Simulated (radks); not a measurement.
Q: The mean radii <r> (bohr) of the occupied orbitals of an atom or ion are listed with their occupations. Method: Dirac Kohn-Sham, PBE, spin-unpolarised, spherical densities, point nucleus; computed with a radial shooting solver on a logarithmic mesh with Libxc functionals.

| orbital | occ. | <r> |
|---|---|---|
| 1s1/2 | 2 | 0.04860 |
| 2s1/2 | 2 | 0.2176 |
| 2p1/2 | 2 | 0.1883 |
| 2p3/2 | 4 | 0.1918 |
| 3s1/2 | 2 | 0.6469 |
| 3p1/2 | 2 | 0.6635 |
| 3p3/2 | 4 | 0.6736 |
| 3d3/2 | 4 | 0.7416 |
| 3d5/2 | 5 | 0.7458 |

Name the element and its charge. Open shells, if any, fill j = l - 1/2 first.

A: Z = 31, gallium, charge +4: Ga4+ in [Ar] 3d9. The 1s radius gives Z: for a bare nucleus <r> = (2 gamma + 1)/(2Z) with gamma = sqrt(1 - (Z/c)^2), 0.04755 bohr for Z = 31, and screening makes it slightly larger (0.04860 here). The occupations add up to 27, and the charge is Z minus that.
